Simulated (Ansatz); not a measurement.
C2H6AlNO at its PBE0-D4/def2-TZVP geometry, where that method's forces vanish. Total charge 0; spin multiplicity 1. The bonds changed during the relaxation, so this is another structure than the one it started from.

```csv
atom,x (Å),y (Å),z (Å)
N1,-0.349,0.911,-0.522
C2,-0.539,-0.296,0.332
Al3,0.550,-0.640,-1.324
C4,0.151,-0.165,1.588
O5,0.883,0.773,1.854
H6,0.199,1.577,0.027
H7,-1.206,1.333,-0.852
H8,-1.540,-0.715,0.340
H9,2.121,-0.574,-1.199
H10,-0.285,-1.205,-2.545
H11,0.014,-1.001,2.300
```

For each bond, give half the difference of the two atoms' forces along it (eV/Å; positive pushes the atoms apart) under PBE-D4, r2SCAN-D4, B3LYP-D4, ωB97M-V in def2-TZVPP. (Estimate.)

Computed: 
```
   bond  length (Å)  PBE-D4  r2SCAN-D4  B3LYP-D4  ωB97M-V
  N1–C2       1.492    0.12       0.25      0.30     0.26
 N1–Al3       1.964    0.05       0.02      0.17     0.15
  N1–H6       1.023    0.27       0.02     -0.06    -0.12
  N1–H7       1.011    0.15      -0.03     -0.07    -0.09
 C2–Al3       2.012    0.17       0.10      0.17     0.04
  C2–C4       1.439   -0.21      -0.13     -0.02     0.14
  C2–H8       1.085    0.04      -0.09     -0.16    -0.16
 Al3–H9       1.577    0.00      -0.02     -0.10    -0.11
Al3–H10       1.583   -0.01      -0.03     -0.11    -0.11
  C4–O5       1.219    1.02       0.45      0.31     0.08
 C4–H11       1.106   -0.10      -0.09     -0.18    -0.16
```

B3LYP here is the variant with VWN-RPA as its local correlation; programs differ in this.
